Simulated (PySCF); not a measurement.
## Removing an electron from `[AsH3+][GaH2-][CH]1CC1`

Compound: C3H10AsGa.
Z-matrix (Å and degrees, PBE0-D3(BJ)/def2-SVP geometry), rows numbered from 1:
```
As
Ga  1  2.6604
C   2  1.9722  1   93.44
C   3  1.5131  2  120.61  1    64.11
C   4  1.4923  3   60.42  2   108.25
H   1  1.5141  2  125.90  3  -178.15
H   1  1.5126  2  118.76  3    57.67
H   1  1.5118  2  116.14  3   -57.08
H   2  1.5768  1   98.48  3  -122.21
H   2  1.5826  1   96.24  3   115.91
H   3  1.0965  2  116.64  1   -82.33
H   4  1.0947  3  118.22  5   107.80
H   4  1.0961  3  118.79  5  -107.74
H   5  1.0943  3  118.04  4  -108.03
H   5  1.0950  3  118.68  4   107.96
```

Level: B3LYP/def2-SVPD (PySCF). Frontier orbitals with their largest atomic shares (Löwdin; up to four atoms above 4 %):

| orbital | ε (eV) | main atoms |
| --- | --- | --- |
| HOMO−3 | -8.48 | C4 25 %, C5 19 %, C3 19 %, Ga2 9 % |
| HOMO−2 | -7.70 | C3 26 %, C5 18 %, As1 14 %, C4 11 % |
| HOMO−1 | -7.56 | Ga2 33 %, H10 24 %, H9 20 %, C3 9 % |
| HOMO | -6.97 | ? |
| LUMO | -0.67 | As1 28 %, Ga2 19 %, H8 13 %, H7 12 % |
| LUMO+1 | -0.28 | As1 51 %, H7 17 %, H8 14 %, Ga2 7 % |
| LUMO+2 | -0.22 | As1 49 %, H6 23 %, H8 8 %, H7 6 % |

Problem. What vertical ionisation energy does ΔSCF give, and how far is −ε(HOMO) from it?

Solution. ΔSCF: 9.00 eV (868 kJ/mol; threshold wavelength 138 nm); ⟨S²⟩ of the doublet left behind is 0.754, against 0.75 for a pure doublet. −ε(HOMO) is 6.97 eV, 2.03 eV below it. In exact Kohn–Sham theory the two would be equal; B3LYP (global hybrid, 20 % exact exchange) falls short of its own ΔSCF value by 23 %.

Problem. On which atoms does the HOMO lie?

Solution. C3 (three-membered-ring carbon) 30 %, Ga2 (gallium bonded to As, C and 2 H) 20 %, C4 (three-membered-ring carbon) 14 %, C5 (three-membered-ring carbon) 14 %, so no atom holds as much as 40 %. The HOMO−1 lies 0.59 eV lower.

Problem. What kinetic energy would electrons from this vertical process carry with Lyman-α light (10.199 eV)?

Solution. 10.20 − 9.00 = 1.20 eV.

Problem. What total energies stand behind the ΔSCF value?

Solution. E(N) = -4280.49891 Eh and E(N − 1) = -4280.16831 Eh at the same geometry, 0.33060 Eh apart.

Problem. With α = 103.3 au, estimate the like-pair dispersion coefficient by London's formula C6 = (3/4)α²I.

Solution. I = 0.3306 Eh, so C6 ≈ 2650 au, a rough estimate.

Problem. Shift the occupied levels rigidly so that −ε(HOMO) equals the ΔSCF value. What binding energies result?

Solution. The shift is +2.03 eV: HOMO 9.00, HOMO−1 9.59, HOMO−2 9.73, HOMO−3 10.51 eV. A rigid shift is only a rough guide to the deeper ionisations.

Geometry: PBE0-D3(BJ)/def2-SVP, one conformer, isolated molecule. The calculation is non-relativistic, for gallium and arsenic too.
